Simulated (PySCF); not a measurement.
Be(I)(iPr) (C₃H₇BeI), SMILES C[CH](C)[Be][I].

Geometry: B3LYP-D3(BJ)/def2-SVP. The structure was generated by enumeration; whether it is a known compound was not checked. The def2 effective core potentials stand for the cores of I; spin–orbit coupling is left out. One conformer was computed; it need not be the lowest.

Level of theory: PBE/def2-TZVP (PySCF).

The molecule is in vacuum.

Computed frontier levels, gap, dipole moment and polarisability:
The highest occupied level is -6.35 eV and the lowest empty level comes out as -1.23 eV. The orbital gap comes out as 5.12 eV, the dipole moment comes out as 0.81 D and the quadrupole, principal values (traceless, Buckingham form, about the centre of nuclear charge) comes out as -1.34, 0.02, 1.33 D·Å. The mean static polarisability is 87.4 bohr³ (12.95 Å³). The polarisability, principal values comes out as 71.2, 79.1, 111.9 bohr³.
